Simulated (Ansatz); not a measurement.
H4N (SMILES [NH4+]), charge +1, singlet, at a GFN2-xTB geometry; CCSD(T)/6-31G* (Ansatz, a first-principles code).

The Ansatz input:
Ansatz 0.2 input:
```yaml
crystal:
  periodic: [false, false, false]
  atoms:
    - {symbol: N, position_ang: [0.00000000, -0.00000000, 0.00000000]}
    - {symbol: H, position_ang: [-0.00729522, 0.96603165, -0.35603162]}
    - {symbol: H, position_ang: [0.83638328, -0.48824031, -0.34944714]}
    - {symbol: H, position_ang: [-0.84471152, -0.49151576, -0.32388825]}
    - {symbol: H, position_ang: [0.01562347, 0.01372441, 1.02936701]}
basis:
  gaussian:
    orbitals: 6-31G*
total_charge: 1
magnetization: {spin_polarized: false}
correlation: {method: ccsd_t, electrons: outside_noble_gas}
```

**Question.** What does Ansatz print? Leave out banner, timings and long lists.

**Answer.** 
```
Functional definition: HF
267 factors; integrals over basis functions are off by at most 5.4e-4 eV
mean field evaluation 1: about -1534.7249 eV, gradient 4.4e1 eV
mean field evaluation 2: about -1534.7227 eV, gradient 4.4e1 eV
mean field evaluation 4: about -1538.2486 eV, gradient 1.5e0 eV
mean field evaluation 8: about -1538.2569 eV, gradient 3.0e-6 eV
mean field evaluation 16: about -1538.2568 eV, gradient 1.4e-1 eV
mean field -1538.25687188 eV, -56.5298973737 hartree, gradient 2.6e-6 eV, S^2 0.000000; 0 other end points of the search recorded, 0 dependent functions left out
1 core orbitals not correlated
reference -1538.25687188 eV, -56.5298973737 hartree; 4, 4 occupied and 18, 18 virtual orbitals, 267 factors
second order -4.63667493 eV of doubles, -0.00000000 eV of singles
cycle   1  -4.95041115 eV  change   -3.1e-1 eV  update   3.6e-2
cycle   2  -5.08260593 eV  change   -1.3e-1 eV  update   1.2e-2
cycle   3  -5.09741053 eV  change   -1.5e-2 eV  update   2.9e-3
cycle   4  -5.09841789 eV  change   -1.0e-3 eV  update   6.6e-4
cycle   5  -5.09849696 eV  change   -7.9e-5 eV  update   1.1e-4
cycle   6  -5.09851395 eV  change   -1.7e-5 eV  update   1.8e-5
cycle   7  -5.09851896 eV  change   -5.0e-6 eV  update   2.9e-6
perturbative correction -0.06457925 eV, -0.0023732436 hartree
Total energy: -1543.41997009 eV, -56.7196377331 hartree
```
